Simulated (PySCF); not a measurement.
A run for PySCF: R-M06-2X/def2-TZVPP on BH3O2 (SMILES OBO), a point of a torsion scan.

```python
from pyscf import gto, dft

mol = gto.M(
    atom='''
    O    -1.28109758   -0.26223831   -0.31152835
    B    -0.14375314    0.42434568   -0.58074434
    O    -0.16330375    1.76465562   -0.47649470
    H    -1.50119411   -0.57741176    0.55549320
    H     0.80714265   -0.14403574   -1.01622049
    H     0.60529156    2.24413732   -0.78014600
    ''',
    basis='def2-tzvpp',
    charge=0, spin=0, verbose=4, max_memory=1800)
mf = dft.RKS(mol, xc='m062x').density_fit(auxbasis='def2-universal-jkfit')
mf.grids.level = 4
mf.conv_tol = 1e-9
mf.max_cycle = 150
mf.kernel()
mf.dip_moment()
```

Output:

```
PySCF version 2.14.0

[INPUT] verbose = 4
[INPUT] num. atoms = 6
[INPUT] num. electrons = 24
[INPUT] charge = 0
[INPUT] spin (= nelec alpha-beta = 2S) = 0
[INPUT] symmetry False subgroup None
[INPUT] Mole.unit = angstrom
[INPUT] Symbol           X                Y                Z      unit          X                Y                Z       unit  Magmom
[INPUT]  1 O     -1.281097580000  -0.262238310000  -0.311528350000 AA   -2.420923565043  -0.495558585269  -0.588703261538 Bohr   0.0
[INPUT]  2 B     -0.143753140000   0.424345680000  -0.580744340000 AA   -0.271654064146   0.801897117342  -1.097447750991 Bohr   0.0
[INPUT]  3 O     -0.163303750000   1.764655620000  -0.476494700000 AA   -0.308599362614   3.334715825975  -0.900444482807 Bohr   0.0
[INPUT]  4 H     -1.501194110000  -0.577411760000   0.555493200000 AA   -2.836845727710  -1.091150087503   1.049730012058 Bohr   0.0
[INPUT]  5 H      0.807142650000  -0.144035740000  -1.016220490000 AA    1.525278551956  -0.272188100749  -1.920378408271 Bohr   0.0
[INPUT]  6 H      0.605291560000   2.244137320000  -0.780146000000 AA    1.143835273911   4.240804920715  -1.474262277175 Bohr   0.0

nuclear repulsion = 66.8926415499977
number of shells = 51
number of NR pGTOs = 186
number of NR cGTOs = 135
basis = def2-tzvpp
ecp = {}


******** <class 'pyscf.df.df_jk.DFRKS'> ********
method = DFRKS
initial guess = minao
damping factor = 0
level_shift factor = 0
DIIS = <class 'pyscf.scf.diis.CDIIS'>
diis_start_cycle = 1
diis_space = 8
diis_damp = 0
SCF conv_tol = 1e-09
SCF conv_tol_grad = None
SCF max_cycles = 150
direct_scf = False
XC library pyscf.dft.libxc version 7.1.2
    S. Lehtola, C. Steigemann, M. J. T. Oliveira, and M. A. L. Marques,  SoftwareX 7, 1–5 (2018)
XC functionals = m062x
    Y. Zhao and D. G. Truhlar,  Theor. Chem. Acc. 120, 215 (2008)
    Y. Zhao and D. G. Truhlar,  Theor. Chem. Acc. 120, 215 (2008)
radial grids:
    Treutler-Ahlrichs [JCP 102, 346 (1995); DOI:10.1063/1.469408] (M4) radial grids

becke partition: Becke, JCP 88, 2547 (1988); DOI:10.1063/1.454033
pruning grids: <function nwchem_prune>
grids dens level: 4
symmetrized grids: False
atomic radii adjust function: <function treutler_atomic_radii_adjust>
small_rho_cutoff = 0
Set gradient conv threshold to 3.16228e-05
Initial guess from minao.
tot grids = 131752
******** <class 'pyscf.df.df.DF'> ********
auxbasis = def2-universal-jkfit
init E= -177.48676886759
  HOMO = -0.39873414768179  LUMO = -0.0226226591517253  gap/eV = 10.23451
cycle= 1 E= -177.092081259822  delta_E= 0.395  |g|= 0.778  |ddm|= 1.74
  HOMO = -0.265974266338514  LUMO = 0.0567631562631398  gap/eV = 8.78213
cycle= 2 E= -177.063715352775  delta_E= 0.0284  |g|= 0.916  |ddm|= 0.819
  HOMO = -0.370662530962463  LUMO = 0.0467506112064521  gap/eV = 11.35839
cycle= 3 E= -177.200789014355  delta_E= -0.137  |g|= 0.0347  |ddm|= 0.459
  HOMO = -0.37259200367863  LUMO = 0.0475206148233088  gap/eV = 11.43185
cycle= 4 E= -177.201031440883  delta_E= -0.000242  |g|= 0.0122  |ddm|= 0.0324
  HOMO = -0.371278572828015  LUMO = 0.0478986041366675  gap/eV = 11.40639
cycle= 5 E= -177.201055971597  delta_E= -2.45e-05  |g|= 0.00627  |ddm|= 0.00945
  HOMO = -0.371804096721966  LUMO = 0.0478291727113501  gap/eV = 11.41880
cycle= 6 E= -177.201062433819  delta_E= -6.46e-06  |g|= 0.00147  |ddm|= 0.00373
  HOMO = -0.371827466733055  LUMO = 0.0477608599235069  gap/eV = 11.41758
cycle= 7 E= -177.201062835942  delta_E= -4.02e-07  |g|= 0.00026  |ddm|= 0.00134
  HOMO = -0.371793773348038  LUMO = 0.0477908861984424  gap/eV = 11.41748
cycle= 8 E= -177.20106285658  delta_E= -2.06e-08  |g|= 5.34e-05  |ddm|= 0.000251
  HOMO = -0.371799472243076  LUMO = 0.0477867042405551  gap/eV = 11.41752
cycle= 9 E= -177.201062857792  delta_E= -1.21e-09  |g|= 9.76e-06  |ddm|= 8.96e-05
  HOMO = -0.371799043384311  LUMO = 0.0477879667329659  gap/eV = 11.41754
cycle= 10 E= -177.20106285783  delta_E= -3.88e-11  |g|= 2.38e-06  |ddm|= 1.54e-05
  HOMO = -0.37179920369255  LUMO = 0.0477877753089207  gap/eV = 11.41754
Extra cycle  E= -177.201062857834  delta_E= -3.35e-12  |g|= 1.09e-06  |ddm|= 3.21e-06
converged SCF energy = -177.201062857834
Dipole moment(X, Y, Z, Debye):  1.43182,  0.17642,  0.92841
```

Self-consistency was reached.

Cost: around 14 core-seconds (rough).
